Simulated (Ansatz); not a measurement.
Mulliken charges of `BC(=O)O` from r2SCAN/def2-TZVPP in Ansatz (PBE0-D4/def2-TZVP geometry).

```csv
atom,x (Å),y (Å),z (Å),charge (e)
B1,-0.603,0.936,-0.187,-0.001
C2,0.109,-0.431,0.050,0.328
O3,-0.646,-1.378,0.045,-0.332
O4,1.422,-0.537,0.239,-0.273
H5,-0.784,1.304,-1.304,0.030
H6,-1.060,1.516,0.747,0.030
H7,1.624,-1.479,0.363,0.217
```

Question: By hand: the dipole of these point charges (1 e Å = 4.8032 D).

Answer: Σ q r = (0.160, 0.225, -0.002) e Å, of length 0.276 e Å = 1.33 D.

Question: How does the dipole of the full density compare? (Estimate.)

Answer: Computed: (0.294, 0.094, 0.030) e Å, 1.49 D; the point charges give 0.89 times that, at 37° from its direction.

Point charges leave out the atoms' own dipoles, such as those of lone pairs, and Mulliken's split depends on the basis, so the two needn't agree.
